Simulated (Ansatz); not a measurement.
`O=C[SiH](Cl)O[SiH3]` + H₂ → `O=C[SiH2]Cl` + `O[SiH3]` at 700 K and 1 bar (hydrogenolysis of the Si–O bond).

Gas-phase electronic energies from Ansatz, PBE0-D4/def2-TZVP geometries. CCSD(T)/CBS is the MP2 limit (def2-TZVPP, def2-QZVPP) plus CCSD(T) − MP2 in def2-TZVPP, frozen cores. This one scheme is used for every species. One conformer a species, not always the lowest.

```json
{"species": "`O=C[SiH](Cl)O[SiH3]`", "CCSD(T)/CBS energy (Eh)": "-1229.45756", "H − E (kJ/mol)": "249.3", "S (J/(mol·K))": "537.0"}
{"species": "H₂", "CCSD(T)/CBS energy (Eh)": "-1.17544", "H − E (kJ/mol)": "46.8", "S (J/(mol·K))": "155.3"}
{"species": "`O=C[SiH2]Cl`", "CCSD(T)/CBS energy (Eh)": "-863.90082", "H − E (kJ/mol)": "154.5", "S (J/(mol·K))": "408.9"}
{"species": "`O[SiH3]`", "CCSD(T)/CBS energy (Eh)": "-366.69042", "H − E (kJ/mol)": "144.6", "S (J/(mol·K))": "321.6"}
```

H − E and S are ideal-gas, rigid-rotor, harmonic terms from PBE0-D4/def2-TZVP, for one conformer and one mirror image of each species. The MP2-based limit puts H₂ 0.8 mEh under its directly extrapolated value; such offsets cancel only in part. 1 Eh = 2625.50 kJ/mol, R = 8.31446 J/(mol·K).

**Question.** By hand: ΔE, ΔH, ΔS and ΔG.

**Answer.** ΔE = (-863.90082) + (-366.69042) − (-1229.45756) − (-1.17544) = 0.04176 Eh = 109.6 kJ/mol. Δ(H − E) = 154.5 + 144.6 − 249.3 − 46.8 = 3.0, so ΔH = 112.6 kJ/mol. ΔS = 408.9 + 321.6 − 537.0 − 155.3 = 38.2 J/(mol·K). ΔG = 112.6 − 700 × (38.2)/1000 = 85.9 kJ/mol.

**Question.** By hand: the equilibrium constant, and the temperature at which ΔG would vanish if ΔH and ΔS stayed fixed.

**Answer.** log₁₀ K = −ΔG/(RT ln 10) = -6.4. ΔG = 0 at ΔH/ΔS = 2948 K, far beyond where these terms or the molecules hold.

ΔH outweighs TΔS. A doubt of 5 kJ/mol in ΔE shifts log₁₀ K by 0.4 here. Other conformers and mirror images would add mixing entropy, several J/(mol·K) or more a flexible species. Modes under 60 cm⁻¹, often nearly free rotors, make the harmonic entropy too high. These are equilibria of isolated gas molecules and say nothing of rates. Largest T1 diagnostic: 0.014 (customary marks: 0.02 for closed shells, 0.045 for open ones).
